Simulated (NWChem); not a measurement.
System: Si2NH6F; SMILES [SiH2]([SiH2]N)F

```xyz
10

Si    -0.4742     1.1843    -0.2684
F      0.9292     1.8387     0.3104
Si    -0.4712    -1.1105     0.3004
N      0.9075    -2.0153    -0.3010
H     -0.4754     1.3784    -1.7655
H     -1.6258     1.9711     0.3069
H     -1.7266    -1.7316    -0.2586
H     -0.4735    -1.2322     1.8015
H      1.0036    -2.0904    -1.3186
H      1.8179    -1.7683     0.1000
```
Atoms are numbered in this order, from 1.

Computed with NWChem. Medium grid unless said otherwise, to which SCAN and Minnesota functionals are sensitive. Geometry: optimised at PBE-D3(BJ)/def2-SVP. Total energies of different functionals are on different scales.

| level | energy (Ha) | highest occupied level (eV) | orbital gap (eV) | dipole (D) |
|---|---|---|---|---|
| B3LYP/def2-SVP | -736.9892 | -6.77 | 6.30 | 1.28 |
| PBE/def2-SVP | -736.4721 | (withheld) | (withheld) | 1.30 |
| M06-L/def2-SVP | -736.9277 | -6.02 | 5.19 | 1.33 |
| PBE0/def2-SVP | -736.5391 | -7.04 | 6.69 | 1.30 |
| MN15-L/def2-SVP | -736.6234 | -6.35 | 5.32 | 1.32 |
| B3PW91/def2-SVP | -736.8313 | -6.83 | 6.34 | 1.30 |
| MPW1K/def2-SVP | -736.9225 | -8.05 | 8.30 | 1.32 |

### Question
Complete the blanks.

### Answer

- PBE/def2-SVP, highest occupied level (eV): -5.68
- PBE/def2-SVP, orbital gap (eV): 4.51
